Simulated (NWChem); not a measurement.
phosphorus nitride (PN); SMILES P#N

All runs: NWChem. Each level has its own optimisation. Entropies are gas-phase, rigid-rotor, harmonic values for NWChem's default masses at 298.15 K and 1 bar, so the errors hold that model's part too (torsions, anharmonicity).

Measured entropy at 1 bar: 50.5 cal/(mol K) (CRC Handbook, as tabulated in the package chemicals).

```
level            entropy at 1 bar (cal/(mol K))  computed − measured
---------------  ------------------------------  -------------------
PBE/3-21G                                  50.6                 +0.1
PBE/pcseg-1                          (withheld)           (withheld)
PBE/aug-pcseg-1                      (withheld)           (withheld)
PBE/pcseg-2                                50.5                  0.0
PBE/def2-TZVPP                             50.5                  0.0
```

Task: Complete the blanks.

Result: 
- PBE/pcseg-1, entropy at 1 bar (cal/(mol K)): 50.5
- PBE/pcseg-1, computed − measured: 0.0
- PBE/aug-pcseg-1, entropy at 1 bar (cal/(mol K)): 50.5
- PBE/aug-pcseg-1, computed − measured: 0.0
